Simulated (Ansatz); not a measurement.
Relaxation of BrCl2F2H2OTa (9 atoms, charge 0, multiplicity 1), to a largest force component of 0.03 eV/Å in at most 50 steps.

Method: RHF/def2-SVP (Ansatz 0.2.0).

```xyz
9
Properties=species:S:1:pos:R:3
Ta -0.251 0.053 -0.087
F 1.626 0.246 -0.384
F 0.293 -0.633 1.574
Cl -0.478 0.302 -2.416
O -0.949 1.632 0.479
H -1.330 2.367 0.936
Cl -1.953 -1.533 -0.069
Br 2.036 -2.921 -0.951
H 2.651 -1.581 -0.742
```

Problem. Where does it end, and by what steps?

Solution. The run converged. After 17 steps the energy has fallen by 0.146 eV; H9 moved furthest, 0.48 Å. Joined: Ta1–Br8.

| step | energy less start (eV) | largest force component (eV/Å) | accepted |
| --- | --- | --- | --- |
| 0 | 0.0000 | 1.780 | yes |
| 1 | -0.1123 | 0.214 | yes |
| 2 | -0.1199 | 0.173 | yes |
| 3 | -0.1233 | 0.073 | yes |
| 4 | -0.1261 | 0.231 | yes |
| 5 | -0.1294 | 0.139 | yes |
| 6 | -0.1373 | 0.181 | yes |
| 7 | -0.1345 | 0.488 | no |
| 8 | -0.1401 | 0.197 | yes |
| 9 | -0.1403 | 0.256 | yes |
| 10 | -0.1431 | 0.101 | yes |
| 11 | -0.1437 | 0.035 | yes |
| 12 | -0.1442 | 0.034 | yes |
| 13 | -0.1447 | 0.042 | yes |
| 14 | -0.1451 | 0.036 | yes |
| 15 | -0.1461 | 0.066 | yes |
| 16 | -0.1460 | 0.045 | no |
| 17 | -0.1463 | 0.022 | yes |

```xyz
9
Properties=species:S:1:pos:R:3
Ta -0.199 0.078 -0.035
F 1.613 0.517 -0.272
F 0.366 -0.647 1.601
Cl -0.417 0.315 -2.371
O -1.010 1.597 0.541
H -1.499 2.370 0.774
Cl -1.875 -1.564 -0.050
Br 1.760 -2.777 -0.947
H 2.906 -1.957 -0.902
```

Time of the run: 91 s on 4 threads of Arm Neoverse N1 (shared host), peak memory 0.52 GiB.
